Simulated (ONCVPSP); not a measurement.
## silver: one change to an ONCV potential, before and after

- Element: silver (Ag)
- Generator: ONCVPSP 4.0.1
- Type: optimised norm-conserving Vanderbilt (ONCV)
- Functional: PBEsol
- Relativity: scalar-relativistic
- Frozen core: [Ar] 3d10
- Valence charge: 19
- Reference configuration: 4s2 4p6 4d10 5s1
- Partial waves: 4s+5s: rc 1.35 bohr, ncon 5, nbas 9, qcut 8.3 1/bohr, 2 projectors; 4p: rc 1.65 bohr, ncon 3, nbas 8, qcut 8 1/bohr, 3 projectors, debl 2.3 Ha; 4d: rc 1.35 bohr, ncon 4, nbas 7, qcut 6.4 1/bohr, local
- Local potential: the d channel
- Core correction: none

All-electron outer shells of the reference configuration (PBEsol, scalar-relativistic, ld1.x):

```
shell  level (eV)  outermost node (bohr)  outermost maximum (bohr)
   3d     -358.49                      –                      0.27
   4s      -94.97                   0.44                      0.82
   4p      -58.51                   0.44                      0.87
   4d       -7.45                   0.43                      1.04
   5s       -4.42                   1.11                      2.49
```

Change: s: ncon 4, nbas 8.

Cutoffs: the cutoffs (Ha) at which the residual kinetic energy of the hardest occupied pseudo-wave falls to 1 and 0.1 mHa per electron; they do not see the model core or the augmentation charge, which bear on the density cutoff. Errors are all-electron minus pseudo energies relative to the spin-unpolarised reference configuration.

Question: What does the change do?

Answer: The potential gets neither clearly harder nor softer (80 Ha and 96 Ha → 80 Ha and 96 Ha); the bound ghost in s disappears; the errors of the 4 common tests hardly move.

| quantity | base | changed |
| --- | --- | --- |
| cutoff, loose | 80 Ha | 80 Ha |
| cutoff, tight | 96 Ha | 96 Ha |
| loose cutoff by channel | s 31 Ha, p 20 Ha, d 80 Ha | s 28 Ha, p 20 Ha, d 80 Ha |
| bound ghosts | s | none |
| GHOST(+) flags under 300 eV | none | none |
| error for 4s2 4p6 4d10 5s0, meV [ΔE 7.75 eV] | -1.2 | -1.3 |
| error for 4s2 4p6 4d9 5s0, meV [ΔE 29.86 eV] | -6.9 | -6.8 |
| error for 4s2 4p6 4d8 5s0, meV [ΔE 66.04 eV] | -20 | -20 |
| error for 4s2 4p6 4d9 5s1 5p1, meV [ΔE 8.61 eV] | -2.6 | -2.6 |
| s: phases at 1.37 bohr within 0.05 rad from the reference energy up to (Ha; the scan ends near 5) | 2.6 | 2.8 |
| p: phases at 1.67 bohr within 0.05 rad from the reference energy up to (Ha; the scan ends near 5) | to the end of the scan | to the end of the scan |
| d: phases at 1.37 bohr within 0.05 rad from the reference energy up to (Ha; the scan ends near 5) | 4.2 | 4.2 |

 A true bound ghost makes a file unfit for plane-wave use even where its test errors are small: the radial tests pick states by their node count and pass the ghost by.
